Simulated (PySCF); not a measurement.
## A series of derivatives of O[SiH3]

Parent skeleton `[OH:1][SiH3:2]`; one hydrogen on atom 1 is replaced by X. Hydrogens on one atom are averaged.

Averaged over atoms made equivalent by symmetry, fast rotation or ring inversion, no solvent, non-relativistic, one computed conformer. Coordinates at the GFN2-xTB level; shielding tensors at PBE0/pcSseg-1 (GIAO); PySCF 2.14.0 with density-fitted response routines.

Chemical shifts δ = σref − σ; ¹⁷O (336.08 ppm) vs H2O; ²⁹Si (349.16 ppm) and ¹H (31.72 ppm) vs TMS, all at this level.

Parent (X = H): O1 -2.9, Si2 -36.8, H(Si2) 5.04 ppm. Effects are Δδ = δ(X) − δ(H), positive for deshielding.

Q: Give Δδ (ppm) for X = nPr, tBu, cPr, CH2CF3.

A: 
```csv
X,SMILES,O1,Si2,H(Si2)
nPr,CCCO[SiH3],+21.9,-2.2,-0.14
tBu,CC(C)(C)O[SiH3],+63.3,-16.6,-0.10
cPr,[SiH3]OC1CC1,+24.4,-3.9,-0.24
CH2CF3,FC(F)(F)CO[SiH3],+3.1,+6.0,-0.08
```

Q: Which position responds most, and to which substituents?

A: O1: from +3.1 ppm with CH2CF3 to +63.3 ppm with tBu.

Experimental scales use liquid or dissolved standards, which lie at an offset from isolated H2O (liquid H2O: subtract about 36 ppm).
